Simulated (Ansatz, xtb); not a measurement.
Two isomers of C4H4FN3

Structure I is `F/C=C\c1nc[nH]n1`, a singlet and structure II is `C=C(F)c1nc[nH]n1`, a singlet. Both are isolated molecules in the gas phase, relaxed with PBE-D3(BJ)/def2-SVP; the shapes shown needn't be the lowest conformers.

I (Å):

```yaml
atoms:
  - { symbol: C, position_ang: [-3.3609, 0.2649, -1.4781] }
  - { symbol: C, position_ang: [-2.4062, -0.0716, -0.5870] }
  - { symbol: C, position_ang: [-1.1256, 0.5816, -0.3718] }
  - { symbol: C, position_ang: [0.5229, 1.8991, -0.5182] }
  - { symbol: F, position_ang: [-3.2658, 1.2892, -2.3282] }
  - { symbol: N, position_ang: [-0.6633, 1.6811, -1.0612] }
  - { symbol: N, position_ang: [0.7630, 0.9732, 0.4532] }
  - { symbol: N, position_ang: [-0.2735, 0.1207, 0.5666] }
  - { symbol: H, position_ang: [-4.3116, -0.2856, -1.5795] }
  - { symbol: H, position_ang: [-2.6127, -0.9396, 0.0551] }
  - { symbol: H, position_ang: [1.2332, 2.6934, -0.7825] }
  - { symbol: H, position_ang: [1.5803, 0.8651, 1.0568] }
```

II (Å):

```yaml
atoms:
  - { symbol: C, position_ang: [-3.1944, -0.4585, -1.0912] }
  - { symbol: C, position_ang: [-2.4191, 0.6063, -1.3630] }
  - { symbol: C, position_ang: [-1.1554, 0.9474, -0.6909] }
  - { symbol: C, position_ang: [0.6194, 1.9698, -0.1896] }
  - { symbol: F, position_ang: [-2.7582, 1.4860, -2.3202] }
  - { symbol: N, position_ang: [-0.4076, 2.0481, -1.0231] }
  - { symbol: N, position_ang: [0.4834, 0.8686, 0.6017] }
  - { symbol: N, position_ang: [-0.6433, 0.1984, 0.3008] }
  - { symbol: H, position_ang: [-4.1241, -0.6281, -1.6502] }
  - { symbol: H, position_ang: [-2.8883, -1.1579, -0.3032] }
  - { symbol: H, position_ang: [1.4661, 2.6644, -0.1181] }
  - { symbol: H, position_ang: [1.0976, 0.5235, 1.3426] }
```

**Question.** Estimate which is lower in electronic energy at CCSD(T)/def2-SVP + ΔMP2/def2-TZVPP, and by roughly how much.

**Answer.** Too close to call at this level: CCSD(T)/def2-SVP + ΔMP2/def2-TZVPP gives E(II) − E(I) = −0.007 eV.

Level by level:

| level | geometry | E(II) − E(I) (eV) | departure from the last row (eV) | job, with rough time for the two |
| --- | --- | --- | --- | --- |
| GFN2-xTB | GFN2-xTB | +0.002 | +0.008 | optimisation, 0.11 s |
| HF/STO-3G | GFN2-xTB | +0.027 | +0.033 | single point, 0.32 s |
| r2SCAN-D4/def2-SVP | GFN2-xTB | +0.005 | +0.012 | single point, 3 s |
| PBE-D3(BJ)/def2-SVP | PBE-D3(BJ)/def2-SVP | +0.021 | +0.028 | optimisation, 14 s |
| HF/def2-SVP | PBE-D3(BJ)/def2-SVP | −0.008 | −0.002 | part of the CCSD(T) run |
| MP2/def2-SVP | PBE-D3(BJ)/def2-SVP | −0.016 | −0.009 | part of the CCSD(T) run |
| CCSD(T)/def2-SVP | PBE-D3(BJ)/def2-SVP | −0.022 | −0.016 | single point |
| CCSD(T)/def2-SVP + ΔMP2/def2-TZVPP | PBE-D3(BJ)/def2-SVP | −0.007 |  | single point, 67 s |

As drawn, both hold the same kinds of bond in the same numbers.

The largest departure from CCSD(T)/def2-SVP + ΔMP2/def2-TZVPP is that of HF/STO-3G, 0.033 eV. The last row adds to CCSD(T) the change of the MP2 difference between the two basis sets, here +0.016 eV.

With thermal terms from frequencies at re-optimised GFN2-xTB minima (ideal gas, soft modes damped towards free rotors, one conformer each, 298.15 K, 1 atm): on the last row, ΔE + ΔZPE = −0.017, ΔH = −0.016, ΔG = −0.012 eV.

The correlated steps freeze 8 core orbitals. Programs: Ansatz 0.2.0, xtb 6.7.1; the last row on 4 threads of Arm Neoverse V1 on a shared host.
